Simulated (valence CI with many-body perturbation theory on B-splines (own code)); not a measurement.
**Hf³⁹⁺: what the settings do**

Calculated by relativistic CI+MBPT: five valence electrons over a frozen Dirac-Fock core [Ar] 3d10, radial functions for each j: 6 s, 6 p, 5 d, 3 f, 1 g, with the one-electron correlation potential Σ1 (screened to all orders), the two-electron term Σ2, the three-electron term Σ3, Breit, model QED; selected single and double excitations, second order for the rest, scaled by the run's own slope (own B-spline code, finite nucleus).

The last digits are not significant, and no measured levels were compared; by estimate large intervals hold to a few tenths of a per cent, small ones and those within an open d or f shell to about a per cent. Among the levels kept, up to 370 cm⁻¹ of a level comes from second order outside the variational space, and about a tenth of that is noise between levels of different J, which matters for small intervals.

The reference run has the lowest level (4s^2 4p1/2^2 4p3/2) J=3/2 and an ionisation energy of 1829.57 eV. Its largest variational space holds 10000 state functions.

Levels are named by their leading jj configuration (3d3/2^4 stands for four electrons in 3d with j = 3/2), which in mixed levels can hold well under half, so a name can repeat and another be missing. Letters in brackets count levels of one name in rising energy.

Changed runs:
A. scale of Σ1 1 → 0
B. QED terms on → off; averaging of valence orbitals over low configurations on → off
C. cutoff of virtual states (hartree) 10368 → 3240; factor on the speed of light 1 → 10; QED terms on → off
D. size limit of the variational space 10000 → 100; second order for the rest on → off (bad on purpose)

Excitation energies of the reference run in cm⁻¹, and shifts in cm⁻¹:

```tsv
Level	Reference	A	B	D
(4s^2 4p1/2 4p3/2^2) J=3/2	614827	-1891	-814	+700
(4s^2 4p1/2 4p3/2^2) J=5/2	657270	-1901	-811	+1489
(4s^2 4p1/2 4p3/2^2) J=1/2	710469	-1914	-803	-1497
(4s^2 4p1/2^2 4d3/2) J=3/2	1182280	+1639	+1752	+1864
(4s 4p1/2^2 4p3/2^2) J=5/2	1316850	-255	+5036	+1556
(4s^2 4p3/2^3) J=3/2	1332850	-3803	-1575	-346
(4s^2 4p1/2^2 4d5/2) J=5/2	1421940	+119	+3919	+3763
(4s 4p1/2^2 4p3/2^2) J=1/2	1479880	-1110	+7622	-354
(4s 4p1/2^2 4p3/2^2) J=3/2	1497550	-1015	+7235	+1708
(4s^2 4p1/2 4p3/2 4d3/2) J=5/2 [a]	1794990	-191	+817	+5361
(4s^2 4p1/2 4p3/2 4d3/2) J=3/2 [a]	1795560	-256	+1021	+1498
(4s^2 4p1/2 4p3/2 4d3/2) J=1/2 [a]	1798740	-222	+883	-1005
Ionisation energy (eV)	1829.57	-1.53	+0.09	-0.66
```

Run C ends with another lowest level, (4s^2 4p1/2 4p3/2^2) J=3/2, and an ionisation energy of 1817.13 eV.
